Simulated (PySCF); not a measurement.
Zn(NH2)(SeH) (H3NSeZn), SMILES [NH2][Zn][SeH].

The structure is a stationary point at B3LYP-D3(BJ)/def2-SVP. The structure was generated by enumeration; whether it is a known compound was not checked. The values are those of a single conformer.

Calculation: ωB97X/def2-TZVPD in PySCF.

Symmetry labels are those of the subgroup Cs that the program uses (full group Cs).

Computed valence orbital energies around the gap with their symmetry:
| orbital | symmetry | energy (eV) |
|---|---|---|
| HOMO−7 | A" | -17.38 |
| HOMO−6 | A' | -17.38 |
| HOMO−5 | A" | -15.23 |
| HOMO−4 | A' | -13.22 |
| HOMO−3 | A' | -12.77 |
| HOMO−2 | A' | -10.83 |
| HOMO−1 | A' | -9.63 |
| HOMO | A" | -9.24 |
| LUMO | A' | 0.81 |
| LUMO+1 | A" | 1.26 |
| LUMO+2 | A' | 1.33 |
| LUMO+3 | A' | 1.50 |
